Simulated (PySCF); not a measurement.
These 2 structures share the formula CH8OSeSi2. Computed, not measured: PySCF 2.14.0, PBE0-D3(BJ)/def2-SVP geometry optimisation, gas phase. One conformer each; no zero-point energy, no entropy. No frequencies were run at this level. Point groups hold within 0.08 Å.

**Question.** Rank from lowest to highest electronic energy at this level (kcal/mol).
A. `[OH:1][SiH2:2][CH2:3][Se:4][SiH3:5]` with H–O1–Si2–C3 180°, O1–Si2–C3–Se4 -178°, Si2–C3–Se4–Si5 -76°
B. `[CH3:1][O:2][SiH2:3][Se:4][SiH3:5]` with C1–O2–Si3–Se4 -178°, O2–Si3–Se4–Si5 -2°

**Answer.** B (0.0), A (8.3).

As drawn, the higher has an O–H bond and an Si–C bond, which the lower lacks.

```
            SMILES       E (Eh)  E rel (kcal/mol)  dipole (D)  point group       A, B, C (MHz)
CO[SiH2][Se][SiH3]  -3097.53333               0.0        2.54      near Cs   2842, 1300, 916.8
O[SiH2]C[Se][SiH3]  -3097.52011               8.3        1.60           C1  3365, 955.9, 803.6
```
